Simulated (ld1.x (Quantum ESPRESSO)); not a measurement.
## Reading a pseudo-wave (C)

Columns: radius, all-electron u(r) and pseudo u(r) of the 2p shell (level -10.79 eV) of carbon in the configuration [He] 2s2 2p1.5; PW91, non-relativistic, RRKJ scheme, ld1.x (Quantum ESPRESSO) 7.5.

```json
{"r (bohr)": "0.085", "all-electron": "0.0386", "pseudo": "0.0161"}
{"r (bohr)": "0.170", "all-electron": "0.1226", "pseudo": "0.0628"}
{"r (bohr)": "0.255", "all-electron": "0.2222", "pseudo": "0.1353"}
{"r (bohr)": "0.340", "all-electron": "0.3221", "pseudo": "0.2266"}
{"r (bohr)": "0.425", "all-electron": "0.4142", "pseudo": "0.3281"}
{"r (bohr)": "0.510", "all-electron": "0.4951", "pseudo": "0.4311"}
{"r (bohr)": "0.595", "all-electron": "0.5636", "pseudo": "0.5276"}
{"r (bohr)": "0.680", "all-electron": "0.6202", "pseudo": "0.6113"}
{"r (bohr)": "0.765", "all-electron": "0.6655", "pseudo": "0.6783"}
{"r (bohr)": "0.850", "all-electron": "0.6999", "pseudo": "0.7268"}
{"r (bohr)": "0.935", "all-electron": "0.7242", "pseudo": "0.7575"}
{"r (bohr)": "1.020", "all-electron": "0.7394", "pseudo": "0.7726"}
{"r (bohr)": "1.105", "all-electron": "0.7467", "pseudo": "0.7750"}
{"r (bohr)": "1.190", "all-electron": "0.7472", "pseudo": "0.7684"}
{"r (bohr)": "1.275", "all-electron": "0.7420", "pseudo": "0.7559"}
{"r (bohr)": "1.360", "all-electron": "0.7321", "pseudo": "0.7398"}
{"r (bohr)": "1.445", "all-electron": "0.7183", "pseudo": "0.7217"}
{"r (bohr)": "1.530", "all-electron": "0.7014", "pseudo": "0.7025"}
{"r (bohr)": "1.615", "all-electron": "0.6821", "pseudo": "0.6822"}
{"r (bohr)": "1.700", "all-electron": "0.6609", "pseudo": "0.6609"}
{"r (bohr)": "1.785", "all-electron": "0.6384", "pseudo": "0.6384"}
{"r (bohr)": "1.870", "all-electron": "0.6149", "pseudo": "0.6149"}
{"r (bohr)": "1.955", "all-electron": "0.5908", "pseudo": "0.5908"}
{"r (bohr)": "2.040", "all-electron": "0.5663", "pseudo": "0.5663"}
{"r (bohr)": "2.125", "all-electron": "0.5418", "pseudo": "0.5418"}
{"r (bohr)": "2.210", "all-electron": "0.5174", "pseudo": "0.5174"}
```

Question: How many radial nodes do the two functions have?

Answer: The all-electron 2p function has n − l − 1 = 0; the pseudo-wave has 0.

Question: At about which radius was the pseudo-wave matched?

Answer: 1.70 bohr, where the columns begin to agree (steps of 0.09 bohr).

Question: Where does each function peak?

Answer: Outermost all-electron maximum near 1.19 bohr, pseudo maximum near 1.10 bohr (to the table’s step).

Question: Is the pseudo-wave norm-conserving?

Answer: Yes: the RRKJ scheme keeps the norm inside the radius equal to the all-electron one, which fixes the energy derivative of the logarithmic derivative at the level.
